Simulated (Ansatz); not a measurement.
Abridged output of a molecular run in Ansatz:

```
Functional definition: HF
2555 factors; integrals over basis functions are off by at most 8.6e-4 eV
mean field evaluation 1: about -13380.2364 eV, gradient 8.5e1 eV
mean field evaluation 2: about -13380.6406 eV, gradient 8.6e1 eV
mean field evaluation 4: about -13393.3443 eV, gradient 8.6e0 eV
mean field evaluation 8: about -13393.5687 eV, gradient 7.9e-1 eV
mean field evaluation 16: about -13393.5705 eV, gradient 3.1e-6 eV
mean field -13393.57050089 eV, -492.2046374196 hartree, gradient 3.1e-6 eV, S^2 0.000000; 0 other end points of the search recorded, 0 dependent functions left out
7 core orbitals not correlated: weight in the atoms' cores, before any rotation towards them, 1.000 or more for the frozen orbitals, at most 0.000 for the correlated occupied ones
reference -13393.57050089 eV, -492.2046374196 hartree; 30, 30 occupied and 376, 376 virtual orbitals, 2555 factors
second order -54.98357471 eV of doubles, -0.00000000 eV of singles
cycle   1  -53.12835480 eV  change     1.9e0 eV  update   2.5e-1
cycle   2  -54.65870252 eV  change    -1.5e0 eV  update   1.2e-1
cycle   3  -55.12531422 eV  change   -4.7e-1 eV  update   4.8e-2
cycle   4  -55.12629878 eV  change   -9.8e-4 eV  update   1.8e-2
cycle   5  -55.10277373 eV  change    2.4e-2 eV  update   7.4e-3
cycle   6  -55.10402471 eV  change   -1.3e-3 eV  update   3.3e-3
cycle   7  -55.10603720 eV  change   -2.0e-3 eV  update   1.5e-3
cycle   8  -55.10506138 eV  change    9.8e-4 eV  update   6.5e-4
cycle   9  -55.10508483 eV  change   -2.3e-5 eV  update   2.7e-4
cycle  10  -55.10576564 eV  change   -6.8e-4 eV  update   1.7e-4
cycle  11  -55.10530133 eV  change    4.6e-4 eV  update   8.4e-5
cycle  12  -55.10523581 eV  change    6.6e-5 eV  update   4.9e-5
perturbative correction -2.52357422 eV, -0.0927396420 hartree
Total energy: -13451.19931092 eV, -494.3224571260 hartree
```

Its atoms:

Cartesian coordinates in Å:
```
C 1.855 -0.684 0.293
N 0.523 -0.241 0.633
C 0.364 0.059 2.036
Nb -0.869 -0.031 -0.724
O -1.032 -1.560 -1.852
O -1.790 1.698 -0.764
O 0.289 0.737 -2.088
O -2.313 -0.429 0.451
H 2.600 0.081 0.554
H 1.941 -0.882 -0.775
H 2.111 -1.603 0.837
H -0.669 0.324 2.258
H 1.012 0.893 2.337
H 0.632 -0.812 2.649
H -0.653 -1.572 -2.734
H -1.534 2.308 -1.457
H 0.624 1.612 -2.274
H -3.092 0.103 0.623
```

(1) Which basis set was used?
A. def2-TZVPP
B. def2-SVPD
C. def2-SVP
D. def2-TZVPPD

(2) Write the keys of the input that set method, charge and spin (a neutral closed shell needs none for the last two).

Results:

(1) A. It gives 413 functions.

(2) 
```yaml
correlation: {method: ccsd_t}
```
